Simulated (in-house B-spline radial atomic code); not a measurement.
A run on Re⁻ that did not converge. Method: scalar-relativistic (X2C) TPSSh, spin-polarised, spherical fractional occupations, exact exchange averaged over the configuration, Fermi nucleus of rms radius 5.3698 fm; computed with a B-spline radial code for spherical atoms.

Command:
```bash
python run_scf.py task.json out
```
Settings (nuclear radius in fm, mass in u):
```
Z                75
configuration    [Xe] 4f14 5d6 6s2
hamiltonian      x2c
method           tpssh
spin_polarised   True
nucleus          fermi
rms_radius       5.3698
atomic_mass      186.95575
speed_of_light   137.035999084
exact_exchange   averaged over the configuration
```

First and last ten iterations of the last attempt (damped for 15 steps, keeping 80 % of the old Fock matrix, then DIIS):
```
 iter        energy (Eh)    residual
    1      -16693.116158    1.30e-01
    2      -16692.946119    4.78e-02
    3      -16693.071918    2.61e-02
    4      -16693.117562    1.55e-02
    5      -16693.116287    1.88e-02
    6      -16693.109660    1.71e-02
    7      -16693.119807    1.77e-02
    8      -16693.107922    1.72e-02
    9      -16693.120245    1.74e-02
   10      -16693.107613    1.72e-02
  111      -16693.129553    1.44e-02
  112      -16693.134717    1.25e-02
  113      -16693.096819    2.07e-02
  114      -16693.078873    2.52e-02
  115      -16693.090573    2.24e-02
  116      -16693.090426    2.24e-02
  117      -16693.092063    2.20e-02
  118      -16693.088435    2.29e-02
  119      -16693.087264    2.32e-02
  120      -16693.093448    2.17e-02
 not converged after 120 iterations
```

The smallest residual met was 1.2e-02; the threshold is about 8e-07. No energy from this run should be used. Run time, properties included: 6.5 s on 1 thread of Arm Neoverse V2 (shared host).
